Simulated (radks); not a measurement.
The numbers below are computed, except where a source is named.
All-electron atom: the indium ion In41+ in [He] 2s2 2p4 (the NIST ground configuration).

Code: a radial shooting solver on a logarithmic mesh with Libxc functionals. Model: non-relativistic Kohn-Sham, LDA (Slater exchange, Perdew-Wang correlation), spin-unpolarised, spherical densities, point nucleus; relativity is left out, which matters for an element this heavy.

Energy parts (hartree):
part                       energy
total                 -3926.27193
kinetic                3925.47322
electron-nucleus      -8119.22155
Hartree                 328.18925
exchange-correlation    -60.71285

Orbitals (lengths in bohr, moments of r in powers of bohr):
[
 {"orbital": "1s", "occ.": "2", "eigenvalue (hartree)": "-1094.800", "<r^2>": "0.001286"},
 {"orbital": "2s", "occ.": "2", "eigenvalue (hartree)": "-242.5775", "<r^2>": "0.01969"},
 {"orbital": "2p", "occ.": "4", "eigenvalue (hartree)": "-235.8247", "<r^2>": "0.01461"}
]

The highest occupied level is 2p at -6417.1 eV. Virial ratio -V/T = 2.00020. For comparison, the ionisation energy in NIST's Atomic Spectra Database is 6554 eV (semi-empirical). In exact Kohn-Sham theory the highest level is minus the ionisation energy, but local and semilocal functionals leave it too shallow, through self-interaction and a potential that decays too fast; potentials with the right tail come closer.

Beside tabulated values, note that spin-unpolarised runs miss the spin-polarisation part of the exchange energy of open shells.
